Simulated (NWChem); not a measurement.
CH5BClNO; SMILES COB(Cl)N

```xyz
10

B      0.1857    -0.0939     0.0000
Cl    -0.3858    -1.7806     0.0000
O     -0.7692     0.8693     0.0000
C     -0.4357     2.2280     0.0000
H      0.1463     2.5092    -0.8967
H     -1.3645     2.8159     0.0000
H      0.1463     2.5092     0.8967
N      1.5664     0.1530     0.0000
H      2.2401    -0.5990     0.0000
H      1.9722     1.0782     0.0000
```
Atoms are numbered in this order, from 1.

Program: NWChem. Pople sets run with spherical d functions. Structure relaxed at the PBE0/def2-SVP level. B3LYP is NWChem's, with the RPA form of VWN correlation. Core excitations by TDA in a window of 1s orbitals, non-relativistic and unshifted: absolute energies depend strongly on the exact-exchange share.

**Question.** Predict the results for N K edge, B3LYP/6-311G**. Quantities: first 1s excitation (eV); dipole oscillator strength of the first; first state with f > 0.002 (eV); dipole oscillator strength of that state.

**Answer.** 
```json
{
  "first 1s excitation (eV)": "388.7",
  "dipole_oscillator_strength_of_the_first": "0.0059",
  "first state with f > 0.002 (eV)": "388.7",
  "dipole_oscillator_strength_of_that_state": "0.0059"
}
```
